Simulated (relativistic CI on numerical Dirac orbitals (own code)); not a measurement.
Charge states of germanium

Computed by Dirac-Coulomb-Breit CI, KLI orbitals optimised for each configuration, a model potential for QED, valence Slater integrals scaled by 0.9 (own radial code, finite nucleus).

Each species is treated in one configuration, given outside its closed core. Radial values are for the open shell of highest l, unscaled and averaged over j; ζ includes the Breit term. Labels give the leading LS character, summed over repeated terms.

```tsv
Ion	Configuration	Its lowest level	LS weight (%)	Next level	E (cm⁻¹)	g_J	g√(J(J+1))	ζ (cm⁻¹)
Ge	3d10 4s2 4p2	3P_0	100	3P_1	523.59		0.00	890.9
Ge+	3d10 4s2 4p	2P°_1/2	100	2P°_3/2	1733.8	0.666	0.58	1153
Ge2+	3d10 4s2	1S_0	100				0.00	
Ge3+	3d10 4s	2S_1/2	100			2.002	1.73	
Ge4+	3d10	1S_0	100				0.00	
Ge5+	3d9	2D_5/2	100	2D_3/2	4490.9	1.200	3.55	1795
Ge6+	3d8	3F_4	100	3F_3	4002.9	1.249	5.59	1927
Ge7+	3d7	4F_9/2	99	4F_7/2	3462.6	1.331	6.62	2065
Ge8+	3d6	5D_4	99	5D_3	2519.5	1.498	6.70	2210
Ge9+	3d5	6S_5/2	99	4G_5/2	57436	1.998	5.91	2361
Ge10+	3d4	5D_0	98	5D_1	856.11		0.00	2519
Ge11+	3d3	4F_3/2	99	4F_5/2	2539.6	0.403	0.78	2684
Ge12+	3d2	3F_2	98	3F_3	4867.6	0.671	1.64	2857
Ge13+	3d	2D_3/2	100	2D_5/2	7622.5	0.798	1.55	3038
Ge14+	3s2 3p6	1S_0	100				0.00	
Ge15+	3s2 3p5	2P°_3/2	100	2P°_1/2	48473	1.332	2.58	32250
Ge16+	3s2 3p4	3P_2	89	3P_0	34328	1.442	3.53	33380
Ge17+	3s2 3p3	4S°_3/2	85	2D°_3/2	56545	1.886	3.65	34520
Ge18+	3s2 3p2	3P_0	90	3P_1	34261		0.00	35680
Ge19+	3s2 3p	2P°_1/2	100	2P°_3/2	55419	0.664	0.57	36860
Ge20+	3s2	1S_0	100				0.00	
Ge21+	3s	2S_1/2	100			2.000	1.73	
Ge22+	2s2 2p6	1S_0	100				0.00	
Ge23+	2s2 2p5	2P°_3/2	100	2P°_1/2	263260	1.328	2.57	175100
```

With one configuration, terms of near-neutral atoms and ions can be 10 to 25 % off, and close levels can change places.

At low charge ζ of a weakly bound d or f electron comes out too small.
